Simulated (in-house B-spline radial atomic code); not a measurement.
Configurations of V7+, with energies counted from [Ne] 3s2 3p4. Method: Dirac-Hartree-Fock, average of configuration, Fermi nucleus of rms radius 3.6002 fm. Calculated with a B-spline radial code for spherical atoms. Energies include first-order Breit, QED and recoil terms.

Occupations are held fixed; configurations that lie above the ionisation limit could autoionise.

| configuration | E - E(ref) (eV) | highest orbital | its <r> (bohr) |
| --- | --- | --- | --- |
| [Ne] 3s1 3p4 3d1 | 74.048 | 3d5/2 | 0.9002 |
| [Ne] 3s2 3p3 4s1 | 86.435 | 4s1/2 | 1.88 |
| [Ne] 3s2 3p3 4d1 | 110.12 | 4d5/2 | 2.16 |
| [Ne] 3s2 3p3 6f1 | 150.19 | 6f7/2 | 5.804 |
| [Ne] 3s1 3p4 4f1 | 150.24 | 4f7/2 | 2.121 |
| [Ne] 3s2 3p3 6g1 | 150.78 | 6g9/2 | 5.478 |
| [Ne] 3s1 3p4 7g1 | 188.48 | 7g9/2 | 7.908 |

Order these further configurations by energy, lowest first.
A. [Ne] 3s1 3p4 4d1
B. [Ne] 3s1 3p4 6d1
C. [Ne] 3s1 3p4 7f1
D. [Ne] 3s2 3p3 6d1
E. [Ne] 3s1 3p4 5d1

A (141.33 eV), D (148 eV), E (166.4 eV), B (179.27 eV), C (188.1 eV).

How far above the reference does [Ne] 3s2 3p3 3d1 lie?

43.386 eV; its least bound orbital is 3d5/2 with <r> = 0.9019 bohr.

How far above the reference does [Ne] 3s2 3p3 5s1 lie?

124.56 eV; its least bound orbital is 5s1/2 with <r> = 3.263 bohr.
